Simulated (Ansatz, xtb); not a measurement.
C3H11BGe: which of two isomers lies lower

Structure X is `BCC[CH2][GeH3]`, a singlet and structure Y is `B[C@@H]([GeH3])CC`, a singlet. Both are isolated molecules in the gas phase, relaxed with B3LYP-D3(BJ)/def2-SVP; each stands in its lowest conformer found.

Quicker runs give these differences E(Y) − E(X): GFN2-xTB −10.7 kJ/mol; HF/STO-3G −17.1 kJ/mol (at GFN2-xTB geometries); r2SCAN-D4/def2-SVP −27.1 kJ/mol (at GFN2-xTB geometries).

Question: Estimate E(Y) − E(X) at the level CCSD(T)/def2-SVP + ΔMP2/def2-TZVPP.

Answer: Calculated at CCSD(T)/def2-SVP + ΔMP2/def2-TZVPP: E(Y) − E(X) = −28.6 kJ/mol, so structure Y lies lower.

Level by level:

| level | geometry | E(Y) − E(X) (kJ/mol) | departure from the last row (kJ/mol) | job, with rough time for the two |
| --- | --- | --- | --- | --- |
| GFN2-xTB | GFN2-xTB | −10.7 | +17.9 | optimisation, 0.24 s |
| HF/STO-3G | GFN2-xTB | −17.1 | +11.5 | single point, 0.44 s |
| r2SCAN-D4/def2-SVP | GFN2-xTB | −27.1 | +1.4 | single point, 3.3 s |
| B3LYP-D3(BJ)/def2-SVP | B3LYP-D3(BJ)/def2-SVP | −23.9 | +4.7 | optimisation, 72 s |
| HF/def2-SVP | B3LYP-D3(BJ)/def2-SVP | −15.8 | +12.7 | part of the CCSD(T) run |
| MP2/def2-SVP | B3LYP-D3(BJ)/def2-SVP | −28.3 | +0.3 | part of the CCSD(T) run |
| CCSD(T)/def2-SVP | B3LYP-D3(BJ)/def2-SVP | −26.8 | +1.8 | single point |
| CCSD(T)/def2-SVP + ΔMP2/def2-TZVPP | B3LYP-D3(BJ)/def2-SVP | −28.6 |  | single point, 48 s |

As drawn, both hold the same kinds of bond in the same numbers. Structure X has 0 methyl groups, Y 1.

None of the levels shown reverses the order. The largest departure from CCSD(T)/def2-SVP + ΔMP2/def2-TZVPP is that of GFN2-xTB, 17.9 kJ/mol. The last row adds to CCSD(T) the change of the MP2 difference between the two basis sets, here −1.8 kJ/mol.

With thermal terms from frequencies at re-optimised GFN2-xTB minima (ideal gas, soft modes damped towards free rotors, one conformer each, 298.15 K, 1 atm): on the last row, ΔE + ΔZPE = −27.4, ΔH = −27.0, ΔG = −27.3 kJ/mol.

The correlated steps freeze 13 core orbitals; the filled d shell of Ge is correlated, in a basis made for valence electrons. Mirror images aren't counted in ΔG. Codes used: Ansatz 0.2.0, xtb 6.7.1; the last row on 2 threads of Intel(R) Xeon(R) 6975P-C (Granite Rapids) on a shared host.
